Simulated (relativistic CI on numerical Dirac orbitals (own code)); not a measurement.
## Zn XXX: sensitivity of the levels to the model

Base calculation: Dirac-Coulomb-Breit CI, KLI orbitals optimised for each configuration, a model potential for QED.

Configurations in the expansion: 1s, 2s, 2p, 3s, 3p, 3d, 4s, 4p, 4d, 4f, 5s, 5p, 5d, 5f, 5g, 6s, 6p, 6d. Levels of other configurations are missing.

Variants: (1) QED terms removed; (2) non-relativistic limit. Shifts of the energy above 1s ²S1/2, in eV, for the lowest level and the first level of each name with at least 55 % of one term (blank where a level changes its place among those of its configuration and J or its character, or is not in the variant):

| Level | Base | Δ(1) | Δ(2) |
| --- | --- | --- | --- |
| 1s ²S1/2 | 0.0 | 0.0 | 0.0 |
| 2p ²P°1/2 | 9280.7 | +6.3 | -97.0 |
| 2s ²S1/2 | 9281.6 | +5.4 | -97.9 |
| 2p ²P°3/2 | 9318.5 | +6.2 | -134.9 |
| 3p ²P°1/2 | 11011.7 | +6.3 | -127.3 |
| 3s ²S1/2 | 11012.0 | +6.0 | -127.6 |
| 3d ²D3/2 | 11022.9 | +6.3 | -138.5 |
| 3p ²P°3/2 | 11022.9 | +6.3 | -138.6 |
| 3d ²D5/2 | 11026.6 | +6.3 | -142.2 |
| 4p ²P°1/2 | 11616.0 | +6.3 | -136.4 |
| 4s ²S1/2 | 11616.1 | +6.2 | -136.5 |
| 4d ²D3/2 | 11620.8 | +6.3 | -141.1 |
| 4p ²P°3/2 | 11620.8 | +6.3 | -141.1 |
| 4f ²F°5/2 | 11622.3 | +6.3 | -142.7 |
| 4d ²D5/2 | 11622.3 | +6.3 | -142.7 |
| 4f ²F°7/2 | 11623.1 | +6.3 | -143.4 |
| 5p ²P°1/2 | 11895.1 | +6.3 | -139.9 |
| 5s ²S1/2 | 11895.1 | +6.2 | -140.0 |
| 5d ²D3/2 | 11897.5 | +6.3 | -142.4 |
| 5p ²P°3/2 | 11897.5 | +6.3 | -142.4 |
| 5f ²F°5/2 | 11898.3 | +6.3 | -143.1 |
| 5d ²D5/2 | 11898.3 | +6.3 | -143.2 |
